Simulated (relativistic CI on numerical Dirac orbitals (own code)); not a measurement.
A reference radial Dirac CI calculation of K III gave the lowest total energy -600.07677 Ha in 50 SCF steps, from this input:

```
atom K  Z=19  charge=2  electrons=17
nucleus A=39  rms_radius_fm=3.4349
hamiltonian dirac-coulomb  breit=on  qed=on  c_scale=1
orbitals kli  potential=per-configuration
slater_scale 1
correlation none
mixing on
grid step=0.0125 r_max=34.3
scf mixing=0.4 start=green max_iterations=150 tolerance=2e-08 node_fill=0.05
configurations
  [Ne] 3s2 3p5
  [Ne] 3s 3p6
  [Ne] 3s2 3p4 3d
  [Ne] 3s2 3p3 3d2
  [Ne] 3s 3p5 3d
end
```

One setting was then changed, and the output read:

```
SCF 1: [Ne] 3s2 3p5
 iter      energy (Ha)   residual   last orbital (Ha)
    1      -594.885096   1.25e+00     -2.38102
    2      -597.354144   5.17e-01     -1.89897
    3      -597.901174   3.59e-02     -1.65842
    4      -597.906635   2.66e-02     -1.72823
    5      -597.907758   2.30e-03     -1.70512
    6      -597.907773   1.82e-04     -1.70130
    7      -597.907775   7.78e-05     -1.70147
    8      -597.907778   2.27e-06     -1.70160
    9      -597.907778   3.75e-07     -1.70160
   10      -597.907778   2.92e-09     -1.70160
SCF 2: [Ne] 3s 3p6
 iter      energy (Ha)   residual   last orbital (Ha)
    1      -594.030642   1.26e+00     -2.38102
    2      -596.572176   5.15e-01     -1.88133
    3      -597.112548   3.89e-02     -1.63807
    4      -597.118750   2.78e-02     -1.70874
    5      -597.120101   2.90e-03     -1.68483
    6      -597.120128   2.03e-04     -1.68001
    7      -597.120130   1.03e-04     -1.68016
    8      -597.120134   1.96e-06     -1.68033
    9      -597.120134   7.87e-07     -1.68033
   10      -597.120134   5.81e-09     -1.68033
SCF 3: [Ne] 3s2 3p4 3d
 iter      energy (Ha)   residual   last orbital (Ha)
    1      -593.997970   1.24e+00     -1.27731
    2      -596.498024   5.05e-01     -0.91294
    3      -597.005868   4.16e-02     -0.77224
    4      -597.013841   1.96e-02     -0.80924
    5      -597.014679   1.81e-03     -0.80040
    6      -597.014715   9.10e-05     -0.79837
    7      -597.014716   3.96e-05     -0.79842
    8      -597.014719   4.87e-07     -0.79846
    9      -597.014719   1.26e-07     -0.79846
   10      -597.014719   1.10e-08     -0.79846
SCF 4: [Ne] 3s2 3p3 3d2
 iter      energy (Ha)   residual   last orbital (Ha)
    1      -593.068475   1.24e+00     -1.27731
    2      -595.597292   4.81e-01     -0.91339
    3      -596.064180   5.48e-02     -0.79616
    4      -596.075673   1.63e-02     -0.84494
    5      -596.076719   2.48e-03     -0.83226
    6      -596.076763   2.07e-04     -0.82925
    7      -596.076764   7.94e-05     -0.82939
    8      -596.076767   2.98e-06     -0.82948
    9      -596.076767   8.16e-07     -0.82947
   10      -596.076767   9.18e-09     -0.82947
SCF 5: [Ne] 3s 3p5 3d
 iter      energy (Ha)   residual   last orbital (Ha)
    1      -593.208947   1.24e+00     -1.27731
    2      -595.766381   4.98e-01     -0.92058
    3      -596.265686   4.50e-02     -0.79129
    4      -596.274951   1.85e-02     -0.83058
    5      -596.275670   1.49e-03     -0.82225
    6      -596.275707   1.23e-04     -0.82136
    7      -596.275709   7.46e-05     -0.82142
    8      -596.275712   1.59e-06     -0.82151
    9      -596.275712   9.22e-08     -0.82151
   10      -596.275712   3.51e-09     -0.82151
orbital energies (Ha): 1s -129.9077  2s -14.1173  2p1/2 -11.5217  2p3/2 -11.5207  3s -2.3162  3p1/2 -1.7017  3p3/2 -1.7016
configuration averages (Ha): Dirac-Coulomb, Breit, QED
  3s2 3p5                       -597.907778    0.001587    0.088515
  3s 3p6                        -597.120134    0.001587    0.088084
  3s2 3p4 3d                    -597.014719    0.001581    0.088542
  3s2 3p3 3d2                   -596.076767    0.001575    0.088569
  3s 3p5 3d                     -596.275712    0.001581    0.088103
levels: no., configuration, term, J, E (cm-1), weight
   1 3s2 3p5                2P*  3/2              0.0  0.96
   2 3s2 3p5                2P*  1/2             21.7  0.96
   3 3s 3p6                 2S   1/2         141936.1  0.65
   4 3s2 3p4 3d             4D   7/2         181543.4  1.00
   5 3s2 3p4 3d             4D   5/2         181546.0  1.00
   6 3s2 3p4 3d             4D   3/2         181548.0  1.00
   7 3s2 3p4 3d             4D   1/2         181549.2  1.00
   8 3s2 3p4 3d             4F   9/2         196968.9  1.00
   9 3s2 3p4 3d             4F   7/2         196976.3  1.00
  10 3s2 3p4 3d             4F   5/2         196982.0  1.00
  11 3s2 3p4 3d             4F   3/2         196986.1  1.00
  12 3s2 3p4 3d             2P   1/2         202328.3  1.00
  13 3s2 3p4 3d             2P   3/2         202343.2  1.00
  14 3s2 3p4 3d             4P   1/2         205542.3  1.00
lowest total energy -597.910407 Ha
end: converged
```

Question: Which setting was changed?
A. speed of light
B. end of the grid
C. start potential
D. SCF tolerance

Answer: A. The speed of light × 10.
